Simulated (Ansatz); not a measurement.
Basis-set extrapolation for `CN([SiH2]F)[SiH](O)O` (PBE0-D4/def2-TZVP geometry, frozen core, Ansatz 0.2.0). Multiplicity 1, RHF reference.

```tsv
	def2-TZVPP	def2-QZVPP
HF	-924.421031	-924.457150
MP2 correlation	-1.354932	-1.464214
CCSD(T) correlation	-1.446117	not run
```

Energies in hartree. Use E(X) = E(∞) + A·exp(−7.88·√X) for Hartree–Fock and E(X) = E(∞) + B·X^(−2.97) for correlation, with X = 3 and 4, and add CCSD(T) minus MP2 of the smaller set to the MP2 limit.

What is the CCSD(T) energy at the basis-set limit?

HF limit: -924.457150 + (-0.036119) × 0.13774 = -924.46213. MP2 limit: -1.464214 + (-0.109282) × 0.74074 = -1.54516. Higher-order term: -1.446117 − (-1.354932) = -0.09119. Total: -926.09848 hartree, 6.29 eV below CCSD(T)/def2-TZVPP.
